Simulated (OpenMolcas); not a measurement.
**Co III: effect of the IPEA shift**

* Program: OpenMolcas
* Basis: ANO-R2 [7s5p4d2f1g]
* Scalar Hamiltonian: X2C, finite nucleus
* Active space: 7 electrons in 5 orbitals (3d)
* State averaging: 2S+1 = 4 even, 10 roots; 2S+1 = 2 even, 40 roots
* Spin-orbit coupling: state interaction with AMFI integrals over the reference wave functions, term energies averaged over their components

Methods on the same reference wave functions:
A. CASSCF
B. MS-CASPT2, IPEA 0 Eh, imaginary shift 0.1 Eh (closed shells correlated: 3s 3p)
C. MS-CASPT2, IPEA 0.25 Eh, imaginary shift 0.1 Eh (closed shells correlated: 3s 3p)

Energies in cm⁻¹ above 3d⁷ ⁴F_9/2, the measured ground level; measured values from Sugar and Corliss, J. Phys. Chem. Ref. Data 10, 1097 (1981).

| Level | A | B | C | Measured |
| --- | --- | --- | --- | --- |
| 3d⁷ ⁴F_9/2 | 0.0 | 0.0 | 0.0 | 0.0 |
| 3d⁷ ⁴F_7/2 | 829 | 834 | 833 | 841 |
| 3d⁷ ⁴F_5/2 | 1442 | 1444 | 1443 | 1451 |
| 3d⁷ ⁴F_3/2 | 1865 | 1860 | 1860 | 1867 |
| 3d⁷ ²G_9/2 | 19374 | 15910 | 16510 | 16978 |
| 3d⁷ ⁴P_5/2 | 19377 | 15240 | 15610 | 15202 |
| 3d⁷ ⁴P_3/2 | 19670 | 15430 | 15810 | 15428 |
| 3d⁷ ⁴P_1/2 | 20049 | 15880 | 16250 | 15811 |
| 3d⁷ ²G_7/2 | 20163 | 16690 | 17290 | 17766 |
| 3d⁷ ²P_3/2 | 25608 | 19270 | 19780 | 20195 |
| 3d⁷ ²H_11/2 | 25737 | 22370 | 22870 | 22720 |
| 3d⁷ ²P_1/2 | 26429 | 19950 | 20450 |  |
| 3d⁷ ²H_9/2 | 26431 | 23060 | 23560 | 23434 |
| 3d⁷ ²D_5/2(1) | 27877 | 22170 | 22830 | 23059 |
| 3d⁷ ²D_3/2(1) | 29093 | 23320 | 23990 | 24237 |
| 3d⁷ ²F_5/2 | 44521 | 36350 | 37070 | 37021 |
| 3d⁷ ²F_7/2 | 44866 | 36700 | 37420 | 37316 |
| 3d⁷ ²D_3/2(2) | 69486 | 58030 | 58420 |  |
| 3d⁷ ²D_5/2(2) | 69883 | 58430 | 58840 |  |

Deviations, from unrounded energies. A percentage is the sum of absolute deviations over the sum of measured energies, with the sign that they share, or ± where signs differ.

```csv
Against measurement,Levels,A,B,C
mean absolute deviation (cm-1),15,3600,470,230
fine structure of the ground term (%),3,-0.6,-0.5,-0.6
other terms of the ground configuration (%),12,+19.9,±2.6,±1.3
```

C lies closest to measurement on these levels and A furthest from it. The largest miss of C in the table is 3d⁷ ²G_7/2, by -480 cm-1. The ranking rests on the paired levels alone, and a cruder setting can come out closer through cancelling errors.

Between B and C the level of the table that moves most is 3d⁷ ²F_5/2, by 720 cm-1 (lowest in B, highest in C). Moves below CASPT2's spread within the term are not significant.

The mean deviations of B to C differ by less than CASPT2's widest spread within a term (1500 cm-1), so their order carries little weight.

From A to B the spin-free energies of the other terms of 3d⁷ shown, above ⁴F, scale by factors of 0.74 to 0.87, as is usual when dynamic correlation screens the repulsion within a d or f shell.

The lowest spin-free term lies below A's lowest term by 0.594 hartree in B, 0.586 hartree in C.

CASPT2 does not keep the components of a term degenerate, so their means are used; among the terms shown or strongly mixed into the levels shown the widest spread is 1500 cm-1 (3d⁷ ⁴F, B). Without dynamic correlation excited terms often stand tens of per cent too high (terms of higher spin than the ground term too low), and those without a measured partner can miss by more than the paired ones (holds for A). The CASPT2 spread within a term exceeds the gap to the next term for 3d⁷ ²D(1) and 3d⁷ ²H, so the order of their levels is uncertain (holds for B; C). Measured partners are found by configuration, term and J. A level has none where our copy of the source lacks it or the pairing is in doubt (some pairs that miss far off the trend of their configuration count as doubtful), and it then counts in no deviation. Levels of configurations outside the active space are missing.

A number in round brackets counts repeated terms of one configuration in the order of the reference energies.
